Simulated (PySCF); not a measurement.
Input file for PySCF: R-B3LYP/3-21G on BH4NO2 (SMILES NB(O)O), a point of a torsion scan.

```python
from pyscf import gto, scf, dft, mp
from pyscf.data.elements import chemcore

mol = gto.M(
    atom='''
    N     1.15226437   -0.31498234    0.30545248
    B    -0.24629174   -0.09211588   -0.03335029
    O    -0.66662289    0.52967268   -1.18080963
    O    -1.18451674   -0.41520498    0.87894921
    H     1.59392979    0.41294563    0.84242895
    H     1.74412076   -0.47403368   -0.50102450
    H     0.00656316    0.76182505   -1.81794880
    H    -2.07600702   -0.20670421    0.59871336
    ''',
    basis='3-21g',
    charge=0, spin=0, verbose=3, max_memory=1800)
mf = dft.RKS(mol, xc='b3lyp')
mf.conv_tol = 1e-8
mf.max_cycle = 100
mf.kernel()
if not mf.converged:
    mf = mf.newton().run(mf.mo_coeff, mf.mo_occ)
```

The log:

```
converged SCF energy = -231.293062600631
```

The calculation finished and met its thresholds.

Cost: roughly 4 core-seconds.
